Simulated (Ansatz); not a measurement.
A structure relaxed at PBE-D4/def2-SVPD in Ansatz, charge -1, singlet:

```xyz
4

Ta    1.633    0.202    0.745
Si   -0.549    1.233    0.368
Si   -1.482   -0.916    0.124
Si    0.398   -0.519   -1.236
```

Give its formula and point group.

TaSi₃⁻ (the lowest singlet isomer of a short search). Point group Cs (tolerance 0.1 Å).

Summarise the bond lengths by kind (pairs closer than 1.2 times the sum of covalent radii, bridged metal pairs left out).

3 × Si–Ta 2.44 to 3.37 Å; 3 × Si–Si 2.35 to 2.56 Å. The metal has 3 neighbours: Si 2.44 Å, Si 3.37 Å, Si 2.44 Å.

In the def2 sets Ta takes a core potential; there is no spin–orbit coupling. The restricted singlet is unstable towards broken spin symmetry at other levels; at PBE-D4/def2-SVPD this wasn't settled. The highest occupied level of the charge -1 singlet lies above zero (up to 0.37 eV). The electron is either unbound and held by the finite basis, or the level is raised by self-interaction error. At PBE-D4/def2-SVPD a triplet of charge -1 lies 0.96 eV below the restricted singlet, each at its own geometry. The structure comes from a short search, and lower isomers may exist.
